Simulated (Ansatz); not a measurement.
Cost and result for the atomization energy of C$_{8}$H$_{18}$O (`CCC(C)OC(C)(C)C`) (27 atoms, 26 bonds).

```xyz
27

C    -1.324   -2.027   -1.320
C    -0.420   -1.032   -2.021
C    -0.066    0.187   -1.183
C     0.768    1.169   -1.988
O     0.654   -0.258   -0.046
C     0.349    0.291    1.236
C    -1.046   -0.122    1.691
C     0.480    1.810    1.252
C     1.393   -0.326    2.150
H    -2.274   -1.567   -1.030
H    -0.849   -2.413   -0.417
H    -1.553   -2.876   -1.969
H     0.518   -1.521   -2.311
H    -0.890   -0.685   -2.947
H    -0.999    0.675   -0.870
H     0.233    1.483   -2.888
H     1.704    0.694   -2.293
H     1.013    2.060   -1.409
H    -1.824    0.282    1.040
H    -1.238    0.247    2.701
H    -1.137   -1.210    1.699
H    -0.256    2.287    0.601
H     1.479    2.114    0.932
H     0.316    2.187    2.264
H     1.252    0.006    3.181
H     2.395   -0.042    1.824
H     1.320   -1.415    2.121
```

Total charge 0; spin multiplicity 1. Geometry: relaxed with PBE0-D4/def2-TZVP. It is one conformer, not always the lowest. Program: Ansatz. All runs use 4 threads of an AMD EPYC 7R13 on a shared host and a share of an NVIDIA H100 80 GB. Times are those of one run each, without the atoms' runs, and a repeat can differ threefold. Electronic energies, without spin–orbit coupling; frozen cores. CCSD(T)/CBS adds CCSD(T) − MP2 in def2-TZVPP to the MP2 limit, and its time is that of the two runs behind it. T1 = 0.010. B3LYP takes the VWN-RPA correlation (the form of Gaussian; ORCA's B3LYP/G). HSE06 is the plane-wave form, built on full-range PBE exchange.

CCSD(T)/CBS is a level of theory with its own doubt, some kJ/mol a heavy atom from the limit and from the frozen cores, so smaller differences don't rank the functionals.

```tsv
level	functions	wall time	atomization (kJ/mol)	difference from CCSD(T)/CBS	per bond
r2SCANh-D4/def2-TZVPP	531	2.3 s	10766.8	-19.3	-0.7
CCSD(T)/def2-SVP	216	3.3 s	10395.4	-390.7	-15.0
B2PLYP/def2-TZVPP	531	3.3 s	10671.7	-114.4	-4.4
LDA (SPW92)/def2-TZVPP	531	3.5 s	12263.7	1477.6	56.8
PBE0-D4/def2-TZVPP	531	3.9 s	10850.8	64.7	2.5
PBE-D4/def2-TZVPP (with forces)	531	3.9 s	10978.4	192.3	7.4
BHLYP-D4/def2-TZVPP	531	4.1 s	10542.3	-243.8	-9.4
HSE06-D4/def2-TZVPP	531	4.7 s	10856.4	70.3	2.7
B3LYP-D4/def2-TZVPP (with forces)	531	5.5 s	10786.0	-0.1	0.0
B97M-V/def2-TZVPP	531	6 s	10800.3	14.2	0.5
MP2/def2-QZVPP	1053	13 s	10801.8	15.7	0.6
CCSD(T)/def2-TZVPP	531	62 s	10561.9	-224.2	-8.6
CCSD(T)/CBS(def2)	–	74 s	10786.1	0.0	0.0
```

The D4 term adds +100.0 kJ/mol with B3LYP and +54.9 kJ/mol with PBE0; it sums over pairs of atoms, weighted by their polarisabilities, and B3LYP, whose exchange is more repulsive, gets the larger term. In def2-TZVPP, CCSD(T) changes the Hartree–Fock value by +2470.6 kJ/mol (the triples alone add +132.2 kJ/mol) and MP2 by +2579.3 kJ/mol; breaking electron pairs costs correlation energy, which Hartree–Fock lacks. From r2SCAN to r2SCAN0 (25 % exact exchange), in def2-TZVPP and without D4, the atomization energy moves by −101.7 kJ/mol: exact exchange takes away binding that semilocal exchange gives to molecules.
